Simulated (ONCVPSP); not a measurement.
## PBE ONCV dataset for indium, fully relativistic all-electron reference.

Input for ONCVPSP 4.0.1:

```
# ATOM AND REFERENCE CONFIGURATION
# atsym  z   nc   nv     iexc    psfile
  In 49.00    6    5        4      upf
#
#   n    l    f
    1    0    2.00
    2    0    2.00
    2    1    6.00
    3    0    2.00
    3    1    6.00
    3    2   10.00
    4    0    2.00
    4    1    6.00
    4    2   10.00
    5    0    1.75
    5    1    1.25
#
# PSEUDOPOTENTIAL AND OPTIMIZATION
# lmax
    3
#
#   l,   rc,      ep,       ncon, nbas, qcut
    0    1.40    0.00    3    6   10.60
    1    1.65    0.00    3    7    9.00
    2    1.15    0.00    3    7    7.80
    3    1.25    0.20    5    9    8.50
#
# LOCAL POTENTIAL
# lloc, lpopt,  rc(5),   dvloc0
    4    3    0.80    0.00
#
# VANDERBILT-KLEINMAN-BYLANDER PROJECTORs
# l, nproj, debl
    0    2    1.60
    1    2    0.90
    2    2    1.20
    3    3    3.30
#
# MODEL CORE CHARGE
# icmod, fcfact, rcfact
    0    0.00    0.00
#
# LOG DERIVATIVE ANALYSIS
# epsh1, epsh2, depsh
   -6.00    5.00    0.04
#
# OUTPUT GRID
# rlmax, drl
    6.00    0.01
#
# TEST CONFIGURATIONS
# ncnf
    4
# nvcnf
#   n    l    f
    5
    4    0    2.00
    4    1    6.00
    4    2   10.00
    5    0    2.00
    5    1    1.00
#
    5
    4    0    2.00
    4    1    6.00
    4    2   10.00
    5    0    2.00
    5    1    0.00
#
    5
    4    0    2.00
    4    1    6.00
    4    2   10.00
    5    0    1.00
    5    1    0.00
#
    5
    4    0    2.00
    4    1    6.00
    4    2   10.00
    5    0    1.00
    5    1    1.00
#
```

Command:

```bash
oncvpspr.x < In.dat > In.out
```

Output (shortened: citation, most of the input echo, consistency checks and plot data are left out):

```
ONCVPSP  (Optimized Norm-Conservinng Vanderbilt PSeudopotential)
relativistic version 4.0.1

#   n    l    f        energy (Ha)
    1    0    2.00    -1.0193240D+03
    2    0    2.00    -1.5259178D+02
    2    1    6.00    -1.3454701D+02    -1.4229661D+02
    3    0    2.00    -2.8970002D+01
    3    1    6.00    -2.3416665D+01    -2.4816460D+01
    3    2   10.00    -1.5786442D+01    -1.6073214D+01
    4    0    2.00    -4.4103032D+00
    4    1    6.00    -2.8100516D+00    -3.0543523D+00
    4    2   10.00    -6.8689823D-01    -7.1852448D-01
    5    0    1.75    -3.1124084D-01
    5    1    1.25    -9.5842040D-02    -1.0722990D-01

Reference configufation results
  iterations    22
  all-electron total energy (Ha)   -5.88316196D+03

Begin loop to  construct optimized pseudo wave functions
and semi-local pseudopoentials for all angular momenta

Calculating optimized projector #   1

 for l=   0

    Fraction of norm inside rc  0.957243
    Optimizing pswf for qcut=  10.59 a_B^-1,  ecut=  56.03 Ha
    Residual kinetic energy error=  2.95D-07 Ha

    Energy error per electron        Cutoff
         Ha          eV             Ha
         0.01000     0.27211       26.72
         0.00100     0.02721       34.11
         0.00010     0.00272       40.02
         0.00001     0.00027       44.70

Calculating optimized projector #   2

 for l=   0

    Fraction of norm inside rc  0.065934
    Optimizing pswf for qcut=  10.59 a_B^-1,  ecut=  56.03 Ha
    Residual kinetic energy error=  2.87D-08 Ha

    Energy error per electron        Cutoff
         Ha          eV             Ha
         0.01000     0.27211       21.97
         0.00100     0.02721       31.68
         0.00010     0.00272       39.09
         0.00001     0.00027       45.11

Calculating optimized projector #   1

 for l=   1

    Fraction of norm inside rc  0.967502
    Optimizing pswf for qcut=   9.01 a_B^-1,  ecut=  40.57 Ha
    Residual kinetic energy error=  1.34D-08 Ha

    Energy error per electron        Cutoff
         Ha          eV             Ha
         0.01000     0.27211       18.09
         0.00100     0.02721       22.89
         0.00010     0.00272       27.16
         0.00001     0.00027       30.76

Calculating optimized projector #   2

 for l=   1

    Fraction of norm inside rc  0.038878
    Optimizing pswf for qcut=   9.01 a_B^-1,  ecut=  40.57 Ha
    Residual kinetic energy error=  1.04D-08 Ha

    Energy error per electron        Cutoff
         Ha          eV             Ha
         0.01000     0.27211       12.05
         0.00100     0.02721       17.34
         0.00010     0.00272       21.90
         0.00001     0.00027       25.60

Calculating optimized projector #   1

 for l=   1

    Fraction of norm inside rc  0.974629
    Optimizing pswf for qcut=   9.01 a_B^-1,  ecut=  40.57 Ha
    Residual kinetic energy error=  1.00D-08 Ha

    Energy error per electron        Cutoff
         Ha          eV             Ha
         0.01000     0.27211       19.19
         0.00100     0.02721       24.29
         0.00010     0.00272       28.54
         0.00001     0.00027       32.42

Calculating optimized projector #   2

 for l=   1

    Fraction of norm inside rc  0.047430
    Optimizing pswf for qcut=   9.01 a_B^-1,  ecut=  40.57 Ha
    Residual kinetic energy error=  6.46D-09 Ha

    Energy error per electron        Cutoff
         Ha          eV             Ha
         0.01000     0.27211       13.20
         0.00100     0.02721       18.84
         0.00010     0.00272       23.68
         0.00001     0.00027       27.82

   Wellstate for l =  2  n =  5 kap= -3
     eigenvalue =   0.5131
     asymptotic potential =   1.0131
     half-point radius =  4.2170

Calculating optimized projector #   1

 for l=   2

    Fraction of norm inside rc  0.543636
    Optimizing pswf for qcut=   7.81 a_B^-1,  ecut=  30.50 Ha
    Residual kinetic energy error=  4.68D-03 Ha

    Energy error per electron        Cutoff
         Ha          eV             Ha
         0.01000     0.27211       27.95
         0.00100     0.02721       59.48
         0.00010     0.00272      148.60

Calculating optimized projector #   2

 for l=   2

    Fraction of norm inside rc  0.062289
    Optimizing pswf for qcut=   7.81 a_B^-1,  ecut=  30.50 Ha
    Residual kinetic energy error=  1.00D-03 Ha

    Energy error per electron        Cutoff
         Ha          eV             Ha
         0.01000     0.27211       22.88
         0.00100     0.02721       30.52
         0.00010     0.00272       55.61
         0.00001     0.00027      186.89

   Wellstate for l =  2  n =  5 kap=  2
     eigenvalue =   0.4815

Calculating optimized projector #   1

 for l=   2

    Fraction of norm inside rc  0.556529
    Optimizing pswf for qcut=   7.81 a_B^-1,  ecut=  30.50 Ha
    Residual kinetic energy error=  5.29D-03 Ha

    Energy error per electron        Cutoff
         Ha          eV             Ha
         0.01000     0.27211       28.42
         0.00100     0.02721       75.92
         0.00010     0.00272      151.74

Calculating optimized projector #   2

 for l=   2

    Fraction of norm inside rc  0.061041
    Optimizing pswf for qcut=   7.81 a_B^-1,  ecut=  30.50 Ha
    Residual kinetic energy error=  1.10D-03 Ha

    Energy error per electron        Cutoff
         Ha          eV             Ha
         0.01000     0.27211       23.13
         0.00100     0.02721       30.81
         0.00010     0.00272       57.35
         0.00001     0.00027      189.40

   Wellstate for l =  3  n =  4 kap= -4
     eigenvalue =   0.2000
     asymptotic potential =   0.7000
     half-point radius = 13.2294

   Wellstate for l =  3  n =  6 kap= -4
     eigenvalue =   3.5000
     asymptotic potential =   4.0000
     half-point radius =  3.3059

   Wellstate for l =  3  n =  7 kap= -4
     eigenvalue =   6.8000
     asymptotic potential =   7.3000
     half-point radius =  2.9179

Calculating optimized projector #   1

 for l=   3

    Fraction of norm inside rc  0.000202
    Optimizing pswf for qcut=   8.49 a_B^-1,  ecut=  36.01 Ha
    Residual kinetic energy error=  1.00D-05 Ha

    Energy error per electron        Cutoff
         Ha          eV             Ha
         0.01000     0.27211        0.67
         0.00100     0.02721        4.41
         0.00010     0.00272       21.53
         0.00001     0.00027       36.05

Calculating optimized projector #   2

 for l=   3

    Fraction of norm inside rc  0.137863
    Optimizing pswf for qcut=   8.49 a_B^-1,  ecut=  36.01 Ha
    Residual kinetic energy error=  6.38D-02 Ha

    Energy error per electron        Cutoff
         Ha          eV             Ha
         0.01000     0.27211       46.54
         0.00100     0.02721       88.77
         0.00010     0.00272      183.26
         0.00001     0.00027      215.89

Calculating optimized projector #   3

 for l=   3

    Fraction of norm inside rc  0.075998
    Optimizing pswf for qcut=   8.49 a_B^-1,  ecut=  36.01 Ha
    Residual kinetic energy error=  1.80D-01 Ha

    Energy error per electron        Cutoff
         Ha          eV             Ha
         0.01000     0.27211       54.45
         0.00100     0.02721      202.36
         0.00010     0.00272      311.40
         0.00001     0.00027      339.75

   Wellstate for l =  3  n =  4 kap=  3
     eigenvalue =   0.2000

   Wellstate for l =  3  n =  6 kap=  3
     eigenvalue =   3.5000

   Wellstate for l =  3  n =  7 kap=  3
     eigenvalue =   6.7986

Calculating optimized projector #   1

 for l=   3

    Fraction of norm inside rc  0.000203
    Optimizing pswf for qcut=   8.49 a_B^-1,  ecut=  36.01 Ha
    Residual kinetic energy error=  1.02D-05 Ha

    Energy error per electron        Cutoff
         Ha          eV             Ha
         0.01000     0.27211        0.67
         0.00100     0.02721        4.44
         0.00010     0.00272       21.61
         0.00001     0.00027       36.15

Calculating optimized projector #   2

 for l=   3

    Fraction of norm inside rc  0.137935
    Optimizing pswf for qcut=   8.49 a_B^-1,  ecut=  36.01 Ha
    Residual kinetic energy error=  6.47D-02 Ha

    Energy error per electron        Cutoff
         Ha          eV             Ha
         0.01000     0.27211       46.63
         0.00100     0.02721       89.01
         0.00010     0.00272      183.67
         0.00001     0.00027      216.10

Calculating optimized projector #   3

 for l=   3

    Fraction of norm inside rc  0.076168
    Optimizing pswf for qcut=   8.49 a_B^-1,  ecut=  36.01 Ha
    Residual kinetic energy error=  1.82D-01 Ha

    Energy error per electron        Cutoff
         Ha          eV             Ha
         0.01000     0.27211       54.55
         0.00100     0.02721      203.20
         0.00010     0.00272      311.76
         0.00001     0.00027      339.93

Construct Vanderbilt / Kleinmman-Bylander projectors

B matrix Hermiticity error, ll=  0  kap= -1
   1   2    6.5167D-04

  Orthonormal projector coefficients  2.0660E+01  3.2550E+00

B matrix Hermiticity error, ll=  1  kap= -2
   1   2    2.5064D-04

  Orthonormal projector coefficients  1.1481E+01  1.5173E+00

B matrix Hermiticity error, ll=  1  kap=  1
   1   2    2.9430D-04

  Orthonormal projector coefficients  1.1232E+01  1.5489E+00

B matrix Hermiticity error, ll=  2  kap= -3
   1   2    1.4025D-04

  Orthonormal projector coefficients  5.2858E+01  6.0966E+00

B matrix Hermiticity error, ll=  2  kap=  2
   1   2    1.4462D-04

  Orthonormal projector coefficients  1.3894E+02  6.2375E+00

B matrix Hermiticity error, ll=  3  kap= -4
   1   2   -6.6760D-06
   1   3    8.1265D-06
   2   3    2.2203D-04

  Orthonormal projector coefficients -1.8215E+02 -1.1109E+01 -6.2583E+00

B matrix Hermiticity error, ll=  3  kap=  3
   1   2   -6.6974D-06
   1   3    8.1349D-06
   2   3    2.2254D-04

  Orthonormal projector coefficients -1.8047E+02 -1.1125E+01 -6.2719E+00

 Orthonormal scalar projector coefficients, l =  1
  1.1393E+01  1.5295E+00  3.1611E-03  6.4564E-05

 Orthonormal spin-orbit projector coefficients, l =  1
  3.8411E-01 -3.0094E-01  6.3595E-02 -1.9352E-03

 Orthonormal scalar projector coefficients, l =  2
  8.7246E+01  6.1880E+00  7.1194E-03  8.7180E-04

 Orthonormal spin-orbit projector coefficients, l =  2
 -3.4500E+01  6.1240E-02 -6.0810E-02  1.1592E-02

 Orthonormal scalar projector coefficients, l =  3
 -1.8143E+02 -1.1116E+01 -6.2641E+00 -7.2300E-05 -1.0227E-05 -8.1182E-07

 Orthonormal spin-orbit projector coefficients, l =  3
 -5.0569E-01  2.9863E-02  9.0374E-03 -4.4798E-03  1.6666E-03 -2.7565E-04

Pseudoatom total energy -190.172759

Diagnostic tests using Vanderbilt-Kleinman-Bylander pseudopotentials
  relativistic with J = L +/- 1/2 projectors

   l  kap   rcore       rmatch      e in        delta e    norm test   slope test

   0  -1   1.4046877   1.4473371  -4.4103032   0.0000048   1.0002552   1.0002367
   0  -1   1.4046877   1.4473371  -0.3112408   0.0000093   1.0000586   1.0000419

   1  -2   1.6509171   1.7010425  -2.8100516   0.0000019   1.0002085   1.0002023
   1   1   1.6509171   1.7010425  -3.0543523   0.0000036   1.0002237   1.0002078
   1  -2   1.6509171   1.7010425  -0.0958420   0.0000026   1.0000403   1.0000241
   1   1   1.6509171   1.7010425  -0.1072299   0.0000081   1.0000642   1.0000476

   2  -3   1.1530454   1.1880544  -0.6868982  -0.0001704   1.0001309   0.9999790
   2   2   1.1530454   1.1880544  -0.7185245  -0.0000932   1.0001481   0.9998942
   2  -3   1.1530454   1.1880544   0.5131018  -0.0001657   1.0003007   1.0003007
   2   2   1.1530454   1.1880544   0.5085295  -0.0001302   1.0002955   1.0002955

   3  -4   1.2537708   1.2918380   0.2000000   0.0000620   1.0001435   1.0001435
   3   3   1.2537708   1.2918380   0.1999981   0.0000985   1.0001491   1.0001491
   3  -4   1.2537708   1.2918380   3.5000000   0.0000289   1.0003006   1.0003006
   3   3   1.2537708   1.2918380   3.4985746   0.0000316   1.0003041   1.0003041
   3  -4   1.2537708   1.2918380   6.8000000   0.0001839   1.0004128   1.0004128
   3   3   1.2537708   1.2918380   6.7983549   0.0002006   1.0004090   1.0004090

Diagnostic tests using Vanderbilt-Kleinman-Bylander pseudopotentials
  relativistic with scalar and spin-orbit non-local projectors

   l  kap   rcore       rmatch      e in        delta e    norm test   slope test

   0  -1   1.4046877   1.4473371  -4.4103032   0.0000048   1.0002552   1.0002367
   0  -1   1.4046877   1.4473371  -0.3112408   0.0000093   1.0000586   1.0000419

   1  -2   1.6509171   1.7010425  -2.8100516  -0.0005233   1.0002654   1.0001367
   1   1   1.6509171   1.7010425  -3.0543523  -0.0004955   1.0002603   1.0001395
   1  -2   1.6509171   1.7010425  -0.0958420   0.0000016   1.0000274   1.0000240
   1   1   1.6509171   1.7010425  -0.1072299   0.0000079   1.0000614   1.0000477

   2  -3   1.1530454   1.1880544  -0.6868982  -0.0071165   0.9994495   0.9881768
   2   2   1.1530454   1.1880544  -0.7185245   0.0033880   1.0005222   1.0055450
   2  -3   1.1530454   1.1880544   0.5131018  -0.0111826   0.9996757   0.9996757
   2   2   1.1530454   1.1880544   0.5085295   0.0049173   1.0007598   1.0007598

   3  -4   1.2537708   1.2918380   0.2000000   0.0001331   1.0001452   1.0001452
   3   3   1.2537708   1.2918380   0.1999981   0.0000162   1.0001461   1.0001461
   3  -4   1.2537708   1.2918380   3.5000000   0.0000671   1.0003092   1.0003092
   3   3   1.2537708   1.2918380   3.4985746  -0.0000019   1.0002925   1.0002925
   3  -4   1.2537708   1.2918380   6.8000000   0.0001906   1.0004102   1.0004102
   3   3   1.2537708   1.2918380   6.7983549   0.0002014   1.0004142   1.0004142

Ghost test for J = L + 1/2

 Testing for bound ghosts
   n   l    E NL Schr. Eq   E Basis Diag.   E Cutoff

   1   0       -4.410298       -4.410155     65.35
   2   0       -0.311232       -0.240741     65.35

   2   1       -2.810050       -2.810041     82.60
   3   1       -0.095839       -0.007216     82.60

   3   2       -0.687069       -0.679542    193.88

       3                      -30.868764    386.35  WARNING - GHOST(-)

 Testing for highly-localized positive-energy ghosts
       l    <radius>/rc     E Basis Diag.   E Cutoff

       0        0.530222        8.255582     65.35  WARNING - GHOST(+)

       2        0.507978      168.347191    193.88  WARNING - GHOST(+)

       3        0.764423      108.520524    386.35  WARNING - GHOST(+)

Ghost test for J = L - 1/2

 Testing for bound ghosts
   n   l    E NL Schr. Eq   E Basis Diag.   E Cutoff

   1   0       -4.410298       -4.410155     65.35
   2   0       -0.311232       -0.240741     65.35

   2   1       -3.054349       -3.054340     82.60
   3   1       -0.107222       -0.029285     82.60

   3   2       -0.718618       -0.711821    193.88

       3                      -29.294748    386.35  WARNING - GHOST(-)

 Testing for highly-localized positive-energy ghosts
       l    <radius>/rc     E Basis Diag.   E Cutoff

       0        0.530222        8.255582     65.35  WARNING - GHOST(+)

       2        0.443189      242.260691    193.88  WARNING - GHOST(+)

       3        0.763216      108.579019    386.35  WARNING - GHOST(+)

Test configuration 0

   n   l kap    f        eae           eps        diff
   1   0  -1  2.0000-1019.32396235
   2   0  -1  2.0000 -152.59178088
   2   1  -2  4.0000 -134.54701090
   2   1   1  2.0000 -142.29661024
   3   0  -1  2.0000  -28.97000202
   3   1  -2  4.0000  -23.41666458
   3   1   1  2.0000  -24.81645999
   3   2  -3  6.0000  -15.78644183
   3   2   2  4.0000  -16.07321374
   4   0  -1  2.0000   -4.41030316   -4.41029839    4.77E-06
   4   1  -2  4.0000   -2.81005161   -2.81004967    1.94E-06
   4   1   1  2.0000   -3.05435235   -3.05434875    3.59E-06
   4   2  -3  6.0000   -0.68689823   -0.68706860   -1.70E-04
   4   2   2  4.0000   -0.71852448   -0.71861768   -9.32E-05
   5   0  -1  1.7500   -0.31124084   -0.31123150    9.34E-06
   5   1  -2  0.8333   -0.09584204   -0.09583939    2.64E-06
   5   1   1  0.4167   -0.10722990   -0.10722177    8.12E-06

    Total energies and differences
      AE_ref= -5.88316196E+03  AE_tst= -5.88316196E+03  dif=  0.00E+00
      PS_ref= -1.90172759E+02  PS_tst= -1.90172759E+02  dif= -1.71E-12
      PSP excitation error=  1.71E-12

Test configuration 1

   n   l kap    f        eae           eps        diff
   1   0  -1  2.0000-1019.30783903
   2   0  -1  2.0000 -152.57609617
   2   1  -2  4.0000 -134.53133062
   2   1   1  2.0000 -142.28092295
   3   0  -1  2.0000  -28.95414267
   3   1  -2  4.0000  -23.40080942
   3   1   1  2.0000  -24.80060664
   3   2  -3  6.0000  -15.77061995
   3   2   2  4.0000  -16.05739368
   4   0  -1  2.0000   -4.39424700   -4.39420665    4.04E-05
   4   1  -2  4.0000   -2.79399596   -2.79398294    1.30E-05
   4   1   1  2.0000   -3.03829817   -3.03827138    2.68E-05
   4   2  -3  6.0000   -0.67143675   -0.67160943   -1.73E-04
   4   2   2  4.0000   -0.70301751   -0.70311158   -9.41E-05
   5   0  -1  2.0000   -0.30161111   -0.30160008    1.10E-05
   5   1  -2  0.6667   -0.08918628   -0.08918352    2.75E-06
   5   1   1  0.3333   -0.10017406   -0.10016570    8.36E-06

    Total energies and differences
      AE_ref= -5.88316196E+03  AE_tst= -5.88321451E+03  dif= -5.25E-02
      PS_ref= -1.90172759E+02  PS_tst= -1.90225307E+02  dif= -5.25E-02
      PSP excitation error= -1.41E-06

Test configuration 2

   n   l kap    f        eae           eps        diff
   1   0  -1  2.0000-1019.58392729
   2   0  -1  2.0000 -152.85071147
   2   1  -2  4.0000 -134.80609817
   2   1   1  2.0000 -142.55574566
   3   0  -1  2.0000  -29.22855440
   3   1  -2  4.0000  -23.67522972
   3   1   1  2.0000  -25.07503402
   3   2  -3  6.0000  -16.04497119
   3   2   2  4.0000  -16.33174624
   4   0  -1  2.0000   -4.66870232   -4.66881044   -1.08E-04
   4   1  -2  4.0000   -3.06863485   -3.06870213   -6.73E-05
   4   1   1  2.0000   -3.31287908   -3.31295007   -7.10E-05
   4   2  -3  6.0000   -0.94531589   -0.94549005   -1.74E-04
   4   2   2  4.0000   -0.97699404   -0.97709160   -9.76E-05
   5   0  -1  2.0000   -0.54841663   -0.54840402    1.26E-05
   5   1  -2  0.0000   -0.30505777   -0.30505777    0.00E+00
   5   1   1  0.0000   -0.32069046   -0.32069046    0.00E+00

    Total energies and differences
      AE_ref= -5.88316196E+03  AE_tst= -5.88301701E+03  dif=  1.45E-01
      PS_ref= -1.90172759E+02  PS_tst= -1.90027816E+02  dif=  1.45E-01
      PSP excitation error=  4.97E-06

Test configuration 3

   n   l kap    f        eae           eps        diff
   1   0  -1  2.0000-1019.97775401
   2   0  -1  2.0000 -153.23951466
   2   1  -2  4.0000 -135.19514113
   2   1   1  2.0000 -142.94492525
   3   0  -1  2.0000  -29.61768225
   3   1  -2  4.0000  -24.06434366
   3   1   1  2.0000  -25.46416598
   3   2  -3  6.0000  -16.43382250
   3   2   2  4.0000  -16.72059481
   4   0  -1  2.0000   -5.05795775   -5.05856112   -6.03E-04
   4   1  -2  4.0000   -3.45782033   -3.45813297   -3.13E-04
   4   1   1  2.0000   -3.70208889   -3.70249930   -4.10E-04
   4   2  -3  6.0000   -1.32932420   -1.32950535   -1.81E-04
   4   2   2  4.0000   -1.36140936   -1.36152496   -1.16E-04
   5   0  -1  1.0000   -0.86976746   -0.86979036   -2.29E-05
   5   1  -2  0.0000   -0.58929402   -0.58929402    0.00E+00
   5   1   1  0.0000   -0.61057812   -0.61057812    0.00E+00

    Total energies and differences
      AE_ref= -5.88316196E+03  AE_tst= -5.88231012E+03  dif=  8.52E-01
      PS_ref= -1.90172759E+02  PS_tst= -1.89320920E+02  dif=  8.52E-01
      PSP excitation error=  3.97E-06

Test configuration 4

   n   l kap    f        eae           eps        diff
   1   0  -1  2.0000-1019.64419542
   2   0  -1  2.0000 -152.90925540
   2   1  -2  4.0000 -134.86459560
   2   1   1  2.0000 -142.61426545
   3   0  -1  2.0000  -29.28785941
   3   1  -2  4.0000  -23.73451326
   3   1   1  2.0000  -25.13431142
   3   2  -3  6.0000  -16.10412565
   3   2   2  4.0000  -16.39089333
   4   0  -1  2.0000   -4.72866141   -4.72891091   -2.49E-04
   4   1  -2  4.0000   -3.12849279   -3.12860444   -1.12E-04
   4   1   1  2.0000   -3.37276362   -3.37292937   -1.66E-04
   4   2  -3  6.0000   -1.00257570   -1.00274137   -1.66E-04
   4   2   2  4.0000   -1.03443837   -1.03453347   -9.51E-05
   5   0  -1  1.0000   -0.58441837   -0.58441864   -2.72E-07
   5   1  -2  0.6667   -0.33342645   -0.33342526    1.20E-06
   5   1   1  0.3333   -0.35010134   -0.35009403    7.31E-06

    Total energies and differences
      AE_ref= -5.88316196E+03  AE_tst= -5.88277521E+03  dif=  3.87E-01
      PS_ref= -1.90172759E+02  PS_tst= -1.89786021E+02  dif=  3.87E-01
      PSP excitation error=  5.64E-06
```

Note: ghosts flagged at negative energy: f7/2 at -840.0 eV, f5/2 at -797.2 eV; GHOST(+) flagged for s at 224.6 eV. A true bound ghost makes a file unfit for plane-wave use.

The run took about 12 s on one core of a shared server CPU.
